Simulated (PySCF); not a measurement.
Species: C6H7O3 (doublet state).
Cartesian coordinates in Å at the GFN2-xTB level; atoms count from 1:
```
atom  x, y, z in Å
O1    -1.961   -0.381   -2.175
C2    -1.353   -0.106   -1.161
C3     0.076   -0.109   -1.011
C4     0.658   -0.157    0.221
C5     2.148   -0.156    0.467
O6     2.911    0.106   -0.673
O7    -0.056   -0.295    1.349
C8    -1.383   -0.195    1.307
C9    -2.096    0.315    0.126
H10    0.688   -0.176   -1.894
H11    2.461   -1.146    0.816
H12    2.366    0.565    1.271
H13    2.657    0.960   -1.041
H14   -1.874   -0.599    2.175
H15   -2.122    1.417    0.109
H16   -3.129   -0.033    0.104
```

The hyperfine couplings belong to this conformer and change with its torsions.

Identity: `O=C1C=C(CO)O[CH]C1` [radical].

Method: UKS B3LYP, pcH-1 on C H O, non-relativistic, mean-field spin-orbit, GIAO in PySCF. Geometry: GFN2-xTB, one conformer, isolated molecule. A GFN2-xTB geometry isn't a minimum of the functional, and hyperfine couplings can be far from their values at a DFT geometry. The SCF solution wasn't tested for stability.

Task: Break the g tensor into its mass correction, gauge correction and orbital-Zeeman/spin–orbit terms.

Result: 
```csv
Δg (ppm),1,2,3
relativistic mass correction,-178,-178,-178
gauge correction,18,23,28
orbital Zeeman/spin–orbit,-184,1358,2372
total,-343,1203,2222
```

So g = 2.00198, 2.00352, 2.00454 and g_iso = 2.00335; the tensor is rhombic: the two nearest values differ by 40 % of g3 − g1. 

Task: What effective moment and Curie constant follow for a powder?

Result: With the mean of g² = 4.0134 and S(S+1) = 0.75: μ_eff = √(⟨g²⟩S(S+1)) = 1.735 μB and χT = 0.12505·⟨g²⟩·S(S+1) = 0.376 cm³ K/mol (cgs; spin-Hamiltonian part alone).

Task: At 94.144 GHz, how far is the centre of the isotropic spectrum from where a free electron (g = 2.002319) resonates?

Result: B = hν/(g μB) with μB/h = 13.99624 MHz/mT gives 3359.29 mT for the free electron and 3357.57 mT at g_iso, 1.72 mT lower.

Task: In a frozen sample, at which fields do the three g values resonate at 9.5, 34, 94 and 263 GHz (hyperfine left aside), and which band first spreads them over more than twice a line width of 0.3 mT?

Result: 
```json
{"band": "X", "GHz": "9.5", "B(g3) mT": "338.61", "B(g2) mT": "338.78", "B(g1) mT": "339.04", "spread mT": "0.43"}
{"band": "Q", "GHz": "34.0", "B(g3) mT": "1211.86", "B(g2) mT": "1212.48", "B(g1) mT": "1213.41", "spread mT": "1.55"}
{"band": "W", "GHz": "94.0", "B(g3) mT": "3350.44", "B(g2) mT": "3352.14", "B(g1) mT": "3354.73", "spread mT": "4.29"}
{"band": "J", "GHz": "263.0", "B(g3) mT": "9374.09", "B(g2) mT": "9378.86", "B(g1) mT": "9386.10", "spread mT": "12.01"}
```

The spread grows in proportion to the frequency. Q band is the first where it exceeds 0.6 mT.

The largest Mulliken spin populations are on C8 (+0.85), C3 (+0.09), H15 (+0.08) and C9 (-0.08). No atom but C8 exceeds +0.15. The angles at C8 add up to 359.8°, so it is planar; its axial dipolar tensor and the negative coupling of its proton fit spin in a p orbital normal to that plane.

The HOMO–LUMO gaps are 3.74 eV among the α and 4.58 eV among the β orbitals.

The run took 89 s (grids of density and orbitals included) on one thread of an Arm Neoverse V1, shared host, and the process peaked at 0.98 GiB of memory.
